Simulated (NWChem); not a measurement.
Program: NWChem. System: H₂Be, charge 0, spin multiplicity 1, at a geometry optimised with PBE0/def2-SVP. The structure started from a generated list of species. Level: G0W0@PBE/def2-QZVP, RI basis def2-qzvp-rifit.

NWChem printed:

```
             Northwest Computational Chemistry Package (NWChem) 7.3.0
             --------------------------------------------------------

                                NWChem Input Module
                                -------------------

 Scaling coordinates for geometry "geometry" by  1.889725989
 (inverse scale =  0.529177249)

 Turning off AUTOSYM since
 SYMMETRY directive was detected!

                             Geometry "geometry" -> ""
                             -------------------------

 Output coordinates in angstroms (scale by  1.889725989 to convert to a.u.)

  No.       Tag          Charge          X              Y              Z
 ---- ---------------- ---------- -------------- -------------- --------------
    1 Be                   4.0000     0.00000000     0.00000000     0.00000000
    2 H                    1.0000     0.00000000     0.00000000     1.33899100
    3 H                    1.0000     0.00000000     0.00000000    -1.33899100

 Effective nuclear repulsion energy (a.u.)       3.3592508213

            Nuclear Dipole moment (a.u.)
            ----------------------------
        X                 Y               Z
 ---------------- ---------------- ----------------
     0.0000000000     0.0000000000     0.0000000000

      Symmetry information
      --------------------

 Group name             D2h
 Group number             26
 Group order               8
 No. of unique centers     2

      Symmetry unique atoms

     1    2


 Summary of "ao basis" -> "" (spherical)
 ------------------------------------------------------------------------------
       Tag                 Description            Shells   Functions and Types
 ---------------- ------------------------------  ------  ---------------------
 *                         def2-qzvp                  on all atoms

 new library libraries.bse/

 Summary of "ri basis" -> "" (spherical)
 ------------------------------------------------------------------------------
       Tag                 Description            Shells   Functions and Types
 ---------------- ------------------------------  ------  ---------------------
 *                      def2-qzvp-rifit               on all atoms

  pbe96 is a nonlocal functional; adding pw91lda local functional.

                                 NWChem DFT Module
                                 -----------------

 Summary of "ao basis" -> "ao basis" (spherical)
 ------------------------------------------------------------------------------
       Tag                 Description            Shells   Functions and Types
 ---------------- ------------------------------  ------  ---------------------
 Be                        def2-qzvp                14       36   7s4p2d1f
 H                         def2-qzvp                10       30   4s3p2d1f

 Summary of "ao basis" -> "ao basis" (spherical)
 ------------------------------------------------------------------------------
       Tag                 Description            Shells   Functions and Types
 ---------------- ------------------------------  ------  ---------------------
 Be                        def2-qzvp                14       36   7s4p2d1f
 H                         def2-qzvp                10       30   4s3p2d1f

      Symmetry analysis of basis
      --------------------------

        ag         24
        au          4
        b1g         5
        b1u        19
        b2g         9
        b2u        13
        b3g         9
        b3u        13

            General Information
            -------------------
          SCF calculation type: DFT
          Wavefunction type:  closed shell.
          No. of atoms     :     3
          No. of electrons :     6
           Alpha electrons :     3
            Beta electrons :     3
          Charge           :     0
          Spin multiplicity:     1
          Use of symmetry is: on ; symmetry adaption is: on
          Maximum number of iterations: 100
          This is a Direct SCF calculation.
          AO basis - number of functions:    96
                     number of shells:    34
          Convergence on energy requested:  1.00D-06
          Convergence on density requested:  1.00D-05
[...]
                     ag                2.0          2.0
                     au                0.0          0.0
                     b1g               0.0          0.0
                     b1u               1.0          1.0
                     b2g               0.0          0.0
                     b2u               0.0          0.0
                     b3g               0.0          0.0
                     b3u               0.0          0.0

                       DFT Final Molecular Orbital Analysis
                       ------------------------------------

 Vector    1  Occ=2.000000D+00  E=-3.850024D+00  Symmetry=ag
              MO Center=  4.3D-36,  4.4D-36, -1.8D-20, r^2= 6.8D-02
   Bfn.  Coefficient  Atom+Function         Bfn.  Coefficient  Atom+Function
  ----- ------------  ---------------      ----- ------------  ---------------
     1      0.543889  1 Be s                  3      0.359019  1 Be s
     4      0.204278  1 Be s

 Vector    2  Occ=2.000000D+00  E=-3.087003D-01  Symmetry=ag
              MO Center=  2.8D-15, -1.3D-15, -7.9D-14, r^2= 2.1D+00
   Bfn.  Coefficient  Atom+Function         Bfn.  Coefficient  Atom+Function
  ----- ------------  ---------------      ----- ------------  ---------------
     6      0.302614  1 Be s                  5      0.232327  1 Be s
    39      0.166243  2 H  s                 69      0.166243  3 H  s
    38      0.124780  2 H  s                 68      0.124780  3 H  s
     3     -0.098301  1 Be s                  1     -0.094630  1 Be s
     4     -0.093469  1 Be s                  7      0.081404  1 Be s

 Vector    3  Occ=2.000000D+00  E=-2.743935D-01  Symmetry=b1u
              MO Center=  4.1D-16, -2.2D-16,  8.0D-14, r^2= 2.2D+00
   Bfn.  Coefficient  Atom+Function         Bfn.  Coefficient  Atom+Function
  ----- ------------  ---------------      ----- ------------  ---------------
    10      0.313848  1 Be pz                13      0.194243  1 Be pz
    39      0.162437  2 H  s                 69     -0.162437  3 H  s
    38      0.150129  2 H  s                 68     -0.150129  3 H  s
    40      0.088818  2 H  s                 70     -0.088818  3 H  s
    37      0.083440  2 H  s                 67     -0.083440  3 H  s

 Vector    4  Occ=0.000000D+00  E=-5.971145D-02  Symmetry=b2u
              MO Center= -2.7D-30,  1.3D-15, -5.6D-18, r^2= 3.8D+00
   Bfn.  Coefficient  Atom+Function         Bfn.  Coefficient  Atom+Function
  ----- ------------  ---------------      ----- ------------  ---------------
    15      0.454085  1 Be py                 9      0.349798  1 Be py
    12      0.348303  1 Be py                48      0.028332  2 H  py
    78      0.028332  3 H  py

 Vector    5  Occ=0.000000D+00  E=-5.971145D-02  Symmetry=b3u
              MO Center= -2.8D-15,  2.9D-29, -7.4D-19, r^2= 3.8D+00
   Bfn.  Coefficient  Atom+Function         Bfn.  Coefficient  Atom+Function
  ----- ------------  ---------------      ----- ------------  ---------------
    14      0.454085  1 Be px                 8      0.349798  1 Be px
    11      0.348303  1 Be px                47      0.028332  2 H  px
    77      0.028332  3 H  px

 Vector    6  Occ=0.000000D+00  E= 2.260466D-02  Symmetry=ag
              MO Center=  8.0D-31,  3.0D-30, -4.1D-16, r^2= 9.0D+00
   Bfn.  Coefficient  Atom+Function         Bfn.  Coefficient  Atom+Function
  ----- ------------  ---------------      ----- ------------  ---------------
     7      3.292449  1 Be s                 40     -1.965526  2 H  s
    70     -1.965526  3 H  s                  6      1.050345  1 Be s
    27      0.649595  1 Be d  0              39     -0.526976  2 H  s
    69     -0.526976  3 H  s                 49      0.133843  2 H  pz
    79     -0.133843  3 H  pz                38     -0.079370  2 H  s

 center of mass
 --------------
 x =   0.00000000 y =   0.00000000 z =   0.00000000

 moments of inertia (a.u.)
 ------------------
          12.905300164857           0.000000000000           0.000000000000
           0.000000000000          12.905300164857           0.000000000000
           0.000000000000           0.000000000000           0.000000000000

     Multipole analysis of the density
     ---------------------------------

     L   x y z        total         alpha         beta         nuclear
     -   - - -        -----         -----         ----         -------
     0   0 0 0     -0.000000     -3.000000     -3.000000      6.000000

     1   1 0 0      0.000000      0.000000      0.000000      0.000000
     1   0 1 0     -0.000000     -0.000000     -0.000000      0.000000
     1   0 0 1     -0.000000     -0.000000     -0.000000      0.000000

     2   2 0 0     -5.063288     -2.531644     -2.531644      0.000000
     2   1 1 0     -0.000000     -0.000000     -0.000000      0.000000
     2   1 0 1      0.000000      0.000000      0.000000      0.000000
     2   0 2 0     -5.063288     -2.531644     -2.531644      0.000000
     2   0 1 1      0.000000      0.000000      0.000000      0.000000
     2   0 0 2     -8.772224    -10.788662    -10.788662     12.805100

 Task  times  cpu:        2.7s     wall:        2.7s

                                NWChem Input Module
                                -------------------

                                 NWChem GW Module
                                 ----------------

                             ***********************
                             ***        GW       ***
                             ***********************

 Summary of "ri basis" -> "ri basis" (spherical)
 ------------------------------------------------------------------------------
       Tag                 Description            Shells   Functions and Types
 ---------------- ------------------------------  ------  ---------------------
 Be                     def2-qzvp-rifit             27      101   9s7p5d4f2g
 H                      def2-qzvp-rifit             16       56   6s4p3d2f1g

                 Memory Information
                 ------------------
          Available GA per process is          1699.9 MBs
          Available stack per process is        700.0 MBs
          Available heap per process is           0.0 MBs

          Peak memory in Initialization
              Peak GA per process is                  1.3 MBs
              Peak stack per process is               0.1 MBs
              Peak heap per process is                1.3 MBs
              Memory not in MA per process            0.0 MBs

          Peak memory in AFF Calculation
              Peak GA per process is                  1.8 MBs
              Peak stack per process is               0.6 MBs
              Peak heap per process is                0.0 MBs
              Memory not in MA per process            0.6 MBs

          Computing 2-center integrals
          Computing Inverse Cholesky factor
          Computing 3-center integrals
          Computing V_xc ...

          Computing Sigma_x
          Computing RPA polarizability
          Solving quasiparticle equations

                  Alpha Orbitals
          State     Energy (eV)     Error (eV)
          -----------------------------------
@GW         1       -113.620           0.000
@GW         2        -12.469           0.003
@GW         3        -11.448           0.003
@GW         4          0.980           0.002
@GW         5          0.980           0.002

   Applying   2.6053 eV scissor-shift to rest of hole states

     GW Timing Statistics
   ------------------------
   Init.   :          0.1s
     ERIs  :          0.5s
     Distr.:          0.0s
     Vxc   :          0.1s
   Sigma_x :          0.0s
   RPA     :          0.0s
   Wmn     :          0.0s
   Sigma_c :          0.0s
   GW total:          0.6s

 Task  times  cpu:        0.6s     wall:        0.6s

 Total times  cpu:        3.4s     wall:        3.4s
```

Write an NWChem input that would produce this output.

Several could match; the one computed here: 
```
start mol
memory heap 200 mb stack 700 mb global 1700 mb
geometry units angstroms nocenter noautoz
  Be     0.000000     0.000000     0.000000
  H      0.000000     0.000000     1.338991
  H      0.000000     0.000000    -1.338991
  symmetry group D2h
end
basis spherical
  * library def2-qzvp
end
basis "ri basis" bse spherical
  * library def2-qzvp-rifit
end
dft
  xc xpbe96 cpbe96
  iterations 100
  direct
  tolerances tight
end
task dft energy
gw
  states alpha occ 4 vir 2
end
task dft gw
```
